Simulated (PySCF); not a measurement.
A survey of $^{15}$N NMR shifts

Method: GFN2-xTB structure, shielding tensors at PBE0/pcSseg-1 (GIAO), in PySCF (no solvent, fast rotation and ring inversion assumed for equivalent nuclei, single conformer, non-relativistic).

Shieldings were converted by a linear fit to measured shifts: $^{15}$N: δ = -148.07 − 0.921σ (rms 6.3 ppm, 71 shifts vs CH3NO2, solution or neat liquid). Occasional misses reach two or three times the rms, and more in compound classes unlike the fitted ones.

**Question.** Give the $^{15}$N shifts of `[SiH3]c1cnnn1C1CC1`, `[SiH3]N[SiH2][SiH2]O[SiH3]`, `C#Cc1ncc(C)c(F)n1`, `C#Cc1ccnnc1C=C`.

**Answer.** 
| compound | environment | δ (ppm) |
| --- | --- | --- |
| [SiH3:1][c:2]1[cH:3][n:4][n:5][n:6]1[CH:7]1[CH2:8][CH2:9]1 | N5: pyridine-type nitrogen of an azole | -25.6 |
| [SiH3:1][c:2]1[cH:3][n:4][n:5][n:6]1[CH:7]1[CH2:8][CH2:9]1 | N4: pyridine-type nitrogen of an azole | -40.9 |
| [SiH3:1][c:2]1[cH:3][n:4][n:5][n:6]1[CH:7]1[CH2:8][CH2:9]1 | N6: pyrrole-type ring nitrogen | -135.4 |
| [SiH3]N[SiH2][SiH2]O[SiH3] | nitrogen bonded to 2 Si, H | -404.0 |
| [CH:1]#[C:2][c:3]1[n:4][cH:5][c:6]([CH3:7])[c:8]([F:9])[n:10]1 | N4: pyridine-type ring nitrogen | -83.1 |
| [CH:1]#[C:2][c:3]1[n:4][cH:5][c:6]([CH3:7])[c:8]([F:9])[n:10]1 | N10: pyridine-type ring nitrogen | -118.4 |
| [CH:1]#[C:2][c:3]1[cH:4][cH:5][n:6][n:7][c:8]1[CH:9]=[CH2:10] | N6: pyridine-type ring nitrogen | 41.1 |
| [CH:1]#[C:2][c:3]1[cH:4][cH:5][n:6][n:7][c:8]1[CH:9]=[CH2:10] | N7: pyridine-type ring nitrogen | 23.7 |
